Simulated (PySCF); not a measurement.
TeBr₄, SMILES Br[Te](Br)(Br)Br.

The structure is a stationary point at PBE-D3(BJ)/def2-SVP. The def2 effective core potentials stand for the cores of Te; spin–orbit coupling is left out.

The numbers are results of TDDFT-PBE/def2-SVPD (PySCF), not measurements.

Vertical excitations. Isolated molecule, no solvent. State labels are in the subgroup C2v.

Computed lowest excited states:
```tsv
state	symmetry	energy (eV)	λ (nm)	f	main pairs
S1	A1	2.24	554	0.003	HOMO→LUMO 94 %
S2	A2	2.28	543	0.000	HOMO−1→LUMO 98 %
S3	B1	2.40	517	0.001	HOMO−3→LUMO 61 %, HOMO→LUMO+1 37 %
S4	B2	2.41	515	0.003	HOMO−2→LUMO 76 %, HOMO−1→LUMO+1 24 %
S5	B1	2.49	497	0.003	HOMO→LUMO+1 59 %, HOMO−3→LUMO 38 %
S6	A2	2.57	482	0.000	HOMO−2→LUMO+1 98 %
S7	A1	2.69	461	0.000	HOMO−4→LUMO 62 %, HOMO−3→LUMO+1 37 %
S8	B2	2.74	453	0.027	HOMO−1→LUMO+1 73 %, HOMO−2→LUMO 21 %
S9	B1	2.92	424	0.000	HOMO−4→LUMO+1 98 %
S10	A1	3.17	391	0.022	HOMO−3→LUMO+1 54 %, HOMO−4→LUMO 32 %
T1	A1	1.91	649	0	HOMO→LUMO 100 %
T2	B1	2.14	581	0	HOMO→LUMO+1 98 %
T3	A2	2.17	571	0	HOMO−1→LUMO 98 %
T4	B2	2.18	569	0	HOMO−2→LUMO 96 %
```
Triplets are in the Tamm–Dancoff approximation, which puts them higher than full response would, so one can lie above its singlet here.
